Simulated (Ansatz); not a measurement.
Reaction (silylene formation by 1,1-elimination): `Cl[SiH2]I` → HI + `[SiH]Cl`

Calculated with Ansatz (gas phase, PBE0-D4/def2-TZVP geometries, no zero-point term in ΔE). CBS: MP2 limit from def2 TZ/QZ plus the TZ coupled-cluster correction, frozen cores. This one scheme is used for every species. Functionals use def2-TZVPP. B3LYP here is the variant with VWN-RPA as its local correlation; programs differ in this. HSE06 is defined as in plane-wave codes. Elements past krypton have def2 core potentials. For I outer-core shells are correlated without core-valence functions, which leaves a few kJ/mol of doubt a bond.

Question: Is it downhill or uphill in electronic energy at CCSD(T)/CBS, and by how much? (Best estimate.)

Answer: The calculation gave: Uphill: ΔE = +281.1 kJ/mol.

Question: What do these levels give: revPBE-D4, r2SCAN-D4, B3LYP-D4, r2SCAN0-D4, HSE06-D4, BHLYP-D4, r2SCAN, CAM-B3LYP, RPA@PBE/def2-TZVPP, CCSD(T)/def2-SVP, SCS-MP2/def2-TZVPP, CCSD/CBS(def2)? (An estimate is asked.)

Answer: Ansatz gave: revPBE-D4 268.0, r2SCAN-D4 293.8, B3LYP-D4 266.9, r2SCAN0-D4 299.9, HSE06-D4 287.7, BHLYP-D4 284.8, r2SCAN 292.1, CAM-B3LYP 265.6, RPA@PBE/def2-TZVPP 245.7, CCSD(T)/def2-SVP 251.6, SCS-MP2/def2-TZVPP 280.2, CCSD/CBS(def2) 278.8 kJ/mol.

Largest T1 diagnostic among the species: 0.013.

Leaving LDA and LC-ωPBE aside and taking each functional with its dispersion term where it has one, the values, not all of them listed here, spread over 48.6 kJ/mol, from BLYP-D4 to r2SCAN0-D4. LDA lies +26.9 kJ/mol from PBE without D4. The D4 term adds +13.4 kJ/mol with B3LYP and +7.0 kJ/mol with PBE0; it sums over pairs of atoms, weighted by their polarisabilities, and B3LYP, whose exchange is more repulsive, gets the larger term. From r2SCAN to r2SCAN0 (25 % exact exchange), in def2-TZVPP and without D4, ΔE moves by +5.6 kJ/mol.
